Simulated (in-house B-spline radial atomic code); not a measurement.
A calculation on Cr³⁺: its settings, and results tabulated from the run. Computed with an all-electron radial atomic-structure program (B-spline basis): non-relativistic LDA VWN5, spherical fractional occupations, point nucleus, inside a hard spherical wall at 4.14 bohr.

Command:
```bash
python run_scf.py task.json out
```
Settings:
```
Z                24
configuration    [Ne] 3s2 3p5 3d4
hamiltonian      nr
method           lda,vwn
spin_polarised   False
wall_radius      4.14
```

Output (hartree, bohr):
```
 radial grid: 41 intervals, B-splines of order 8, outer radius 4.14 bohr

 iter        energy (Eh)    residual
    1       -1027.610854    5.52e-01
    2       -1033.580397    4.66e-01
    3       -1038.102523    9.49e-02
    4       -1038.394177    1.36e-02
    5       -1038.398672    1.11e-02
    6       -1038.402272    1.49e-03
    7       -1038.402301    9.62e-05
    8       -1038.402301    9.79e-06
    9       -1038.402301    1.00e-07

 total energy                     -1038.40230
 kinetic                            1037.1427
 electron-nucleus                  -2438.9202
 Hartree                             408.3651
 exchange-correlation                -44.9899

 orbital      occ     eigenvalue          <r>       <r^2>       <1/r>       r_max
 1s         2.000      -215.5141    0.0643014  0.00554534     23.4792     0.04232
 2s         2.000       -25.6730     0.296629    0.103882     4.96949      0.2465
 2p         6.000       -22.0949      0.26108   0.0838543     4.92334      0.1986
 3s         2.000        -4.1106     0.895565    0.923495     1.57473      0.7789
 3p         5.000        -3.1010     0.938782     1.03354     1.46144       0.791
 3d         4.000        -1.4822      1.08438     1.45428     1.18189       0.782
```

Run time, properties included: 0.02 s on 1 thread of Arm Neoverse V2 (shared host).
